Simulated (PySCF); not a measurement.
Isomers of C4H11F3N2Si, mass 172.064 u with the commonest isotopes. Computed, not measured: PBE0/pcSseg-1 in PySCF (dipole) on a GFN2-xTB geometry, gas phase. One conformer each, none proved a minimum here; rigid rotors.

Question: Order these by out-of-plane moment Σ m c² = (Ia + Ib − Ic)/2, smallest first.
A. `[CH3:1][CH2:2][NH:3][SiH2:4][NH:5][CH2:6][C:7]([F:8])([F:9])[F:10]` with C1–C2–N3–Si4 -149°, C2–N3–Si4–N5 179°, N3–Si4–N5–C6 180°, Si4–N5–C6–C7 -145°
B. `[CH3:1][C:2]([CH3:3])([NH:4][SiH2:5][NH2:6])[C:7]([F:8])([F:9])[F:10]` with C1–C2–N4–Si5 151°, C2–N4–Si5–N6 -73°, N4–Si5–N6–H 175° and -49°
C. `[CH3:1][CH2:2][NH:3][Si@@H:4]([NH:5][CH3:6])[C:7]([F:8])([F:9])[F:10]` with C1–C2–N3–Si4 83°, C2–N3–Si4–N5 72°, N3–Si4–N5–C6 168°
D. `[NH2:1][SiH2:2][CH2:3][CH2:4][NH:5][CH2:6][C:7]([F:8])([F:9])[F:10]` with H–N1–Si2–C3 -177° and 45°, N1–Si2–C3–C4 175°, Si2–C3–C4–N5 169°, C3–C4–N5–C6 68°, C4–N5–C6–C7 68°

Answer: A (58.66 u·Å²), C (72.26 u·Å²), D (78.30 u·Å²), B (107.87 u·Å²).

Question: Order these by rotational constant A, largest first.
A. `[CH3:1][CH2:2][NH:3][SiH2:4][NH:5][CH2:6][C:7]([F:8])([F:9])[F:10]` with C1–C2–N3–Si4 -149°, C2–N3–Si4–N5 179°, N3–Si4–N5–C6 180°, Si4–N5–C6–C7 -145°
B. `[NH2:1][SiH2:2][CH2:3][CH2:4][NH:5][CH2:6][C:7]([F:8])([F:9])[F:10]` with H–N1–Si2–C3 -177° and 45°, N1–Si2–C3–C4 175°, Si2–C3–C4–N5 169°, C3–C4–N5–C6 68°, C4–N5–C6–C7 68°
C. `[CH3:1][CH2:2][NH:3][Si@@H:4]([NH:5][CH3:6])[C:7]([F:8])([F:9])[F:10]` with C1–C2–N3–Si4 83°, C2–N3–Si4–N5 72°, N3–Si4–N5–C6 168°
D. `[CH3:1][C:2]([CH3:3])([NH:4][SiH2:5][NH2:6])[C:7]([F:8])([F:9])[F:10]` with C1–C2–N4–Si5 151°, C2–N4–Si5–N6 -73°, N4–Si5–N6–H 175° and -49°

Answer: A (3068 MHz), B (2456 MHz), D (1864 MHz), C (1421 MHz).

Question: Order these by rotational constant B, largest first.
A. `[CH3:1][CH2:2][NH:3][SiH2:4][NH:5][CH2:6][C:7]([F:8])([F:9])[F:10]` with C1–C2–N3–Si4 -149°, C2–N3–Si4–N5 179°, N3–Si4–N5–C6 180°, Si4–N5–C6–C7 -145°
B. `[CH3:1][C:2]([CH3:3])([NH:4][SiH2:5][NH2:6])[C:7]([F:8])([F:9])[F:10]` with C1–C2–N4–Si5 151°, C2–N4–Si5–N6 -73°, N4–Si5–N6–H 175° and -49°
C. `[NH2:1][SiH2:2][CH2:3][CH2:4][NH:5][CH2:6][C:7]([F:8])([F:9])[F:10]` with H–N1–Si2–C3 -177° and 45°, N1–Si2–C3–C4 175°, Si2–C3–C4–N5 169°, C3–C4–N5–C6 68°, C4–N5–C6–C7 68°

Answer: B (754.5 MHz), C (415.0 MHz), A (369.9 MHz).

```
                 SMILES  point group  Ia (u·Å²)  Ib (u·Å²)  Ic (u·Å²)      κ  μa (D)  μb (D)  μc (D)
CC(C)(N[SiH2]N)C(F)(F)F           C1     271.13     669.85     725.23  -0.90    2.24    1.71    0.60
    CCN[SiH2]NCC(F)(F)F           C1     164.74    1366.22    1413.64  -0.99    2.36    0.32    0.69
    N[SiH2]CCNCC(F)(F)F           C1     205.74    1217.82    1266.95  -0.98    1.92    1.09    1.21
 CCN[Si@@H](NC)C(F)(F)F           C1     355.67     666.32     877.47  -0.57    3.22    1.87    0.30
```
